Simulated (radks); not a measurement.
Results of a calculation; reference values are marked as such.
Ionisation of the sulfur ion S+, [Ne] 3s2 3p3, to S2+, [Ne] 3s2 3p2, under several functionals. Dirac Kohn-Sham, spin-unpolarised, spherical densities, finite nucleus; open shells fill j = l - 1/2 first; a radial shooting solver on a logarithmic mesh with Libxc functionals.

functional,E(S+) (hartree),Exc (hartree),IE (eV),-e(HOMO) (eV),<r> HOMO (bohr),IE error (eV)
"LDA (Slater exchange, Perdew-Wang correlation)",-397.40059,-23.89563,22.313,16.828,1.897,-1.024
revPBE,-398.72035,-25.25941,22.208,16.724,1.898,-1.130
"LDA (Slater exchange, VWN5 correlation)",-397.40595,-23.90124,22.316,16.831,1.897,-1.021
BP86,-398.82957,-25.37040,22.321,16.836,1.895,-1.017
BLYP,-398.80849,-25.34594,22.081,16.593,1.903,-1.257
AM05,-397.53143,-24.03281,22.169,16.686,1.896,-1.168
XLYP,-398.93558,-25.47629,22.113,16.624,1.905,-1.225
OLYP,-398.80763,-25.36732,22.182,16.689,1.899,-1.156

NIST Atomic Spectra Database: 23.338 eV (measured). Closest: BP86. The Delta-SCF values span 0.24 eV, the total energies 1.53 hartree. The highest occupied level is 3p3/2. Spin polarisation and multiplet splitting are left out, so open shells lie too high by an amount that depends on their filling.

Beside tabulated values, note that spin-unpolarised runs miss the spin-polarisation part of the exchange energy of open shells.
